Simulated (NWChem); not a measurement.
System: CdBr2; SMILES [Br][Cd][Br]

Input file for NWChem:

```
start job
memory heap 200 mb stack 900 mb global 1100 mb
geometry units angstroms
  Cd     0.734782     0.010956    -0.194342
  Br    -0.864683     1.605593    -1.087546
  Br    -0.169030    -1.620994     1.360943
end
basis spherical
  * library def2-svp
end
ecp
  Cd library def2-ecp
end
dft
  xc pbe0
  iterations 150
end
driver
  maxiter 120
end
task dft optimize
dft
  grid fine
  convergence energy 1d-8 density 1d-7
end
task dft freq numerical
```

This build's default masses of Se (78.918 u) and Br (79.917 u) are each other's, which moves their modes by up to 0.6 %. def2 effective core potentials on Cd; no spin-orbit coupling.

The level has its own optimisation; frequencies are unscaled.

### Question
What results follow from this input? (PBE0/def2-SVP with def2 effective core potentials on Cd.) Quantities: r Br–Cd (Å); highest harmonic frequency (cm⁻¹); lowest (cm⁻¹); zero-point energy (kcal/mol).

### Answer
- r Br–Cd (Å) = 2.406
- highest harmonic frequency (cm⁻¹) = 323
- lowest (cm⁻¹) = 65
- zero-point energy (kcal/mol) = 0.9
